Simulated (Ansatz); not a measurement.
`[CH3][GeH2][Cl]`, charge 0, multiplicity 1.

Question: Give a relaxed structure at PBE0-D4/def2-TZVP (the Gaussian-basis code of Ansatz). (Best estimate.)

Answer: Ansatz gave: 
Z-matrix (Å, degrees):
```
C
Ge 1 1.940
H 1 1.090 2 109.8
H 1 1.090 2 109.8 3 120.0
H 1 1.092 2 110.0 3 -120.0
Cl 2 2.165 1 107.5 3 -59.9
H 2 1.536 1 112.8 3 56.8
H 2 1.536 1 112.8 3 -176.6
```
Point group Cs.
